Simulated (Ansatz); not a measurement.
`F/C=N/[SiH](F)Cl` + NH₃ → `N[SiH](F)Cl` + `N=CF` at 600 K and 1 bar (ligand exchange at the Si–N bond).

Program: Ansatz. Geometries: PBE0-D4/def2-TZVP. ΔE: electronic, gas phase. CCSD(T)/CBS is the MP2 limit (def2-TZVPP, def2-QZVPP) plus CCSD(T) − MP2 in def2-TZVPP, frozen cores. This one scheme is used for every species. One conformer a species, not always the lowest.

```json
{"species": "`F/C=N/[SiH](F)Cl`", "CCSD(T)/CBS energy (Eh)": "-1042.52662", "H − E (kJ/mol)": "156.6", "S (J/(mol·K))": "440.7"}
{"species": "NH₃", "CCSD(T)/CBS energy (Eh)": "-56.50880", "H − E (kJ/mol)": "112.4", "S (J/(mol·K))": "219.5"}
{"species": "`N[SiH](F)Cl`", "CCSD(T)/CBS energy (Eh)": "-905.31614", "H − E (kJ/mol)": "152.4", "S (J/(mol·K))": "387.3"}
{"species": "`N=CF`", "CCSD(T)/CBS energy (Eh)": "-193.72220", "H − E (kJ/mol)": "115.2", "S (J/(mol·K))": "286.5"}
```

H − E and S are ideal-gas, rigid-rotor, harmonic terms from PBE0-D4/def2-TZVP, for one conformer and one mirror image of each species. 1 Eh = 2625.50 kJ/mol, R = 8.31446 J/(mol·K).

Q: By hand: ΔE, ΔH, ΔS and ΔG.

A: ΔE = (-905.31614) + (-193.72220) − (-1042.52662) − (-56.50880) = -0.00292 Eh = -7.7 kJ/mol. Δ(H − E) = 152.4 + 115.2 − 156.6 − 112.4 = -1.4, so ΔH = -9.1 kJ/mol. ΔS = 387.3 + 286.5 − 440.7 − 219.5 = 13.6 J/(mol·K). ΔG = -9.1 − 600 × (13.6)/1000 = -17.3 kJ/mol.

Q: By hand: the equilibrium constant, and the temperature at which ΔG would vanish if ΔH and ΔS stayed fixed.

A: log₁₀ K = −ΔG/(RT ln 10) = 1.5. ΔH and −TΔS have one sign here, so there is no such temperature.

TΔS isn't small against ΔH here. A doubt of 5 kJ/mol in ΔE shifts log₁₀ K by 0.4 here. Other conformers and mirror images would add mixing entropy, several J/(mol·K) or more a flexible species. These are equilibria of isolated gas molecules and say nothing of rates. Largest T1 diagnostic: 0.013 (customary marks: 0.02 for closed shells, 0.045 for open ones).
